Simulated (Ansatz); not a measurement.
Consider the formal hydrolysis of the In–Cl bond: `[CH3][In]([NH2])[Cl]` + H₂O → `[CH3][In]([NH2])[OH]` + HCl.

Isolated molecules relaxed with PBE0-D4/def2-TZVP in Ansatz; ΔE leaves out vibrations. CCSD(T)/CBS adds triple-zeta CCSD(T) − MP2 to the extrapolated MP2 energy (def2 sets, frozen cores). This one scheme is used for every species. Functionals use def2-TZVPP. HSE06 is defined as in plane-wave codes. Elements past krypton have def2 core potentials. For In outer-core shells are correlated without core-valence functions, which leaves a few kJ/mol of doubt a bond. Each species was taken in one conformer, which may not be the lowest.

CCSD(T)/CBS gives +97.9 kJ/mol.

(1) Another level gave +96.8 kJ/mol. Which?
A. HF/def2-TZVPP
B. HSE06/def2-TZVPP
C. LC-ωPBE/def2-TZVPP
D. BLYP/def2-TZVPP

Largest T1 diagnostic among the species: 0.015.

## Answers

(1) C. LC-ωPBE 96.8, HSE06 104.0, HF/def2-TZVPP 115.6, BLYP 89.6 kJ/mol.

From PBE to PBE0 (25 % exact exchange), in def2-TZVPP and without D4, ΔE moves by +9.1 kJ/mol. In def2-TZVPP, CCSD(T) changes the Hartree–Fock value by −19.7 kJ/mol (the triples alone add −2.2 kJ/mol) and MP2 by −17.4 kJ/mol. Leaving LDA and LC-ωPBE aside and taking each functional with its dispersion term where it has one, the values, not all of them listed here, spread over 16.9 kJ/mol, from BLYP-D4 to BHLYP-D4.
